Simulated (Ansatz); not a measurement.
Reaction (substitution at a C–C bond): `C/C=C(\F)C(F)F` + `C[SiH2]O` → `C[SiH2]OC(F)F` + `C/C=C\F`

Program: Ansatz. Geometries: PBE0-D4/def2-TZVP. ΔE: electronic, gas phase. CCSD(T)/CBS is the MP2 limit (def2-TZVPP, def2-QZVPP) plus CCSD(T) − MP2 in def2-TZVPP, frozen cores. This one scheme is used for every species. Double bonds are as drawn, so ΔE can hold a change between cis and trans. Functionals use def2-TZVPP. Each species was taken in one conformer, which may not be the lowest.

(1) Is it downhill or uphill in electronic energy at CCSD(T)/CBS, and by how much? (Estimate.)

(2) What do these levels give: PBE-D4, ωB97M-V, PBE, HF/def2-TZVPP, HF/def2-QZVPP, CCSD/CBS(def2)? (Estimate.)

Largest T1 diagnostic among the species: 0.012.

Results:

(1) The calculation gave: Nearly level: ΔE = -1.3 kJ/mol.

(2) The calculation gave: PBE-D4 -3.0, ωB97M-V -5.3, PBE -2.6, HF/def2-TZVPP -15.1, HF/def2-QZVPP -15.3, CCSD/CBS(def2) -2.0 kJ/mol.

In def2-TZVPP, CCSD(T) changes the Hartree–Fock value by +11.4 kJ/mol (the triples alone add +0.8 kJ/mol) and MP2 by +13.8 kJ/mol.
